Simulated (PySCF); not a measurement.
Vertical excitations of a molecule C2H9FSi2 from TDDFT-PBE/def2-SVPD (PySCF), as energy in eV (oscillator strength): 5.73 (0.018), 6.25 (0.008), 6.57 (0.029), 6.81 (0.005), 6.94 (0.008), 7.00 (0.021), 7.10 (0.029), 7.14 (0.165), 7.40 (0.041), 7.48 (0.064). Lowest triplet (TDA): 5.12 eV. Coordinates come from a PBE0-D3(BJ)/def2-SVP optimisation. One conformer was computed; it need not be the lowest.

Task: Pick the molecule that these values belong to.
(A) CC(F)([SiH3])[SiH3]
(B) F[SiH2]CC[SiH3]
(C) C[SiH2]C[SiH2]F
(D) CC[SiH2][SiH2]F

Result: D, CC[SiH2][SiH2]F
